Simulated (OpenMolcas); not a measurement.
# Levels of Ca⁺ by method

- Program: OpenMolcas 26.06
- Basis: ANO-RCC-VQZP [7s6p3d2f1g]
- Scalar Hamiltonian: DKH2, point nucleus
- Active space: 1 electron in 4 orbitals (4s 4p)
- State averaging: 2S+1 = 2 even, 1 root; 2S+1 = 2 odd, 3 roots
- Spin-orbit coupling: state interaction with AMFI integrals over the reference wave functions, term energies averaged over their components

Methods on the same reference wave functions:
A. CASSCF
B. SS-CASPT2, IPEA 0.25 Eh, imaginary shift 0.1 Eh (closed shells correlated: 3s 3p)

Energies in cm⁻¹ above 4s ²S_1/2, the measured ground level; measured values from NIST Handbook of Basic Atomic Spectroscopic Data.

```tsv
Level	A	B	Measured
4s ²S_1/2	0.0	0.0	0.0
4p ²P°_1/2	23556	25211	25192
4p ²P°_3/2	23716	25371	25414
```

Deviations, from unrounded energies. A percentage is the sum of absolute deviations over the sum of measured energies, with the sign that they share, or ± where signs differ.

```csv
Against measurement,Levels,A,B
mean absolute deviation (cm-1),2,1700,32
other configurations (%),2,-6.6,±0.1
```

B lies closest to measurement on these levels. The largest miss of B in the table is 4p ²P°_3/2, by -43 cm-1. The ranking rests on the paired levels alone, and a cruder setting can come out closer through cancelling errors.

The lowest spin-free term lies below A's lowest term by 0.257 hartree in B.

ANO sets are built for ground and valence states and can reach diffuse excited orbitals poorly. With one active electron the reference holds no correlation, so core polarisation is missing (holds for A). With one active electron, CASPT2 adds the correlation within the correlated inactive shells and between them and that electron, and leaves the splitting within a term as the reference gives it (holds for B). Computed and measured levels are paired by configuration, term and J; levels that our copy of the source lacks, or whose pairing is in doubt (as where it misses far off the trend of its configuration), stay unpaired and out of the deviations. Only configurations of the active space appear.

° marks odd parity.
